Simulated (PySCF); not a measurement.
# Excitation energy of Ba by level of theory

Ba [Xe] 6s2 (1S) → Ba [Xe] 6s1 6p1 (3P), as a difference of total energies. All numbers are calculated (PySCF 2.14, scalar relativity by spin-free X2C-1e, in x2c-TZVPPall (11s7p6d2f1g, 85 functions)). Correlated levels: valence: [Xe] frozen; valence and next inner shell: [Kr] 4d10 frozen. The calculations carry no spin-orbit coupling.

```tsv
method	excitation energy (eV)
UHF	0.797
LDA	1.716
PBE	1.543
PBE0	1.439
r2SCAN	1.276
BP86	1.603
B97-3	1.741
MP2 (valence)	1.222
SCS-MP2 (valence)	1.340
MP2 (valence and next inner shell)	1.577
SCS-MP2 (valence and next inner shell)	1.619
```

Question: How much does correlation contribute at MP2 (valence and next inner shell)?

Answer: 1.577 − (0.797) = 0.780 eV, measured against UHF.

Errors of the correlated levels include the incompleteness of this basis and the frozen core.

The basis was made for the ground configuration and has no added diffuse functions, so the excitation energy can come out too high.

For comparison: 1.622 eV (measured; NIST levels, between the centres of gravity of the two terms).
